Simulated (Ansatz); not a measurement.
Gas-phase electronic energies from Ansatz, PBE0-D4/def2-TZVP geometries. CCSD(T)/CBS adds triple-zeta CCSD(T) − MP2 to the extrapolated MP2 energy (def2 sets, frozen cores). DFT in def2-TZVPP. B3LYP here is the variant with VWN-RPA as its local correlation; programs differ in this. For Zn outer-core shells are correlated without core-valence functions, which leaves a few kJ/mol of doubt a bond. Scalar relativity is left out up to krypton. Each species was taken in one conformer, which may not be the lowest.

Reaction (ligand exchange at a B–C bond): `B[CH](C)[ZnH]` + `OCO[SiH3]` → `BOCO[SiH3]` + `C[CH2][ZnH]`

`B[CH](C)[ZnH]`:

```xyz
11

B    -1.347   -0.524   -0.145
C    -0.160    0.324   -0.424
C     1.219   -0.191   -0.777
Zn   -0.301    0.653    1.608
H    -2.430   -0.012    0.009
H    -1.232   -1.705    0.059
H    -0.330    1.363   -0.734
H     2.039    0.402   -0.358
H     1.353   -0.172   -1.864
H     1.349   -1.226   -0.455
H    -0.161    1.087    3.082
```

`OCO[SiH3]`:

```xyz
10

O     2.071    1.014   -0.099
C     1.067    0.093   -0.326
O    -0.112    0.494    0.325
Si   -1.557   -0.282    0.185
H     2.239    1.051    0.847
H     1.348   -0.910    0.030
H     0.919    0.066   -1.411
H    -2.519    0.476    1.015
H    -2.002   -0.314   -1.235
H    -1.454   -1.687    0.670
```

`BOCO[SiH3]`:

Z-matrix (Å, degrees):
```
C
O 1 1.412
O 1 1.381 2 110.5
H 1 1.096 2 106.6 3 120.7
H 1 1.094 2 110.0 3 -119.4
B 2 1.345 1 121.7 3 107.8
Si 3 1.657 1 123.5 2 58.5
H 6 1.201 2 119.9 1 2.5
H 6 1.195 2 116.9 1 -178.1
H 7 1.483 3 111.9 1 -79.4
H 7 1.481 3 105.5 1 161.2
H 7 1.488 3 109.4 1 42.0
```

`C[CH2][ZnH]`:

```xyz
9

C     1.048   -0.422    0.151
C    -0.032    0.599   -0.208
Zn   -1.876   -0.019   -0.003
H     0.974   -0.747    1.193
H     2.055   -0.014    0.016
H     0.983   -1.321   -0.467
H     0.095    0.930   -1.245
H     0.087    1.501    0.403
H    -3.334   -0.508    0.160
```

| level | ΔE (kJ/mol) | difference from CCSD(T)/CBS |
| --- | --- | --- |
| PBE-D4 | -78.7 | 8.0 |
| PBE0-D4 | -79.8 | 6.9 |
| B3LYP-D4 | -94.6 | -7.9 |
| ωB97X-V | -93.1 | -6.4 |
| B2PLYP | -94.6 | -7.9 |
| PBE0 | -80.3 | 6.4 |
| B3LYP | -96.0 | -9.3 |
| HF/def2-TZVPP | -108.2 | -21.5 |
| MP2/def2-TZVPP | -87.1 | -0.4 |
| SCS-MP2/def2-TZVPP | -92.5 | -5.8 |
| CCSD/def2-TZVPP | -90.7 | -4.0 |
| CCSD(T)/def2-TZVPP | -87.3 | -0.6 |
| HF/def2-QZVPP | -108.4 | -21.7 |
| MP2/def2-QZVPP | -86.9 | -0.2 |
| SCS-MP2/def2-QZVPP | -92.3 | -5.6 |
| CCSD/CBS(def2) | -90.2 | -3.5 |
| CCSD(T)/CBS | -86.7 | 0 |

Largest T1 diagnostic among the species: 0.014.

In def2-TZVPP, CCSD(T) changes the Hartree–Fock value by +20.9 kJ/mol (the triples alone add +3.4 kJ/mol) and MP2 by +21.1 kJ/mol.
